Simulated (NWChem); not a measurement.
System: SiH4O3; SMILES O[SiH](O)O

The following NWChem deck was run.

```
start job
memory heap 200 mb stack 900 mb global 1100 mb
geometry units angstroms noautosym nocenter noautoz
  Si     0.078014    -0.005280     0.481311
  O     -1.347435     0.197018    -0.344444
  O      0.581544    -1.522466     0.066011
  O      1.254850     1.076008     0.074761
  H     -0.122963     0.191193     1.935265
  H     -1.866809     0.979584    -0.140267
  H     -0.109626    -2.108952    -0.255503
  H      1.677772     0.936128    -0.778436
end
basis spherical
  Si library pcsseg-1
  O library pcsseg-1
  H library pcsseg-1
end
dft
  xc slater vwn_5
  iterations 150
end
property
  shielding
end
task dft property
```

All runs use the structure optimised with PBE0/def2-SVP.

GIAO values for the isolated, static molecule; σ is the absolute isotropic shielding, δ = σ(reference) − σ with the isolated reference molecule computed at the same levels (1H: tetramethylsilane, 17O: water, 29Si: tetramethylsilane).

Atoms are numbered as in the input.

Question: Give the results of this calculation. (LDA (Slater exchange, VWN5)/pcSseg-1, GIAO.) Quantities: δ Si1 (ppm); δ O2 (ppm); δ O3 (ppm); δ O4 (ppm); δ H5 (ppm); δ H7 (ppm); δ H8 (ppm).

Answer: 
```yaml
"δ Si1 (ppm)": -41.4
"δ O2 (ppm)": 89.0
"δ O3 (ppm)": 67.8
"δ O4 (ppm)": 86.1
"δ H5 (ppm)": 4.99
"δ H7 (ppm)": 1.82
"δ H8 (ppm)": 2.18
```
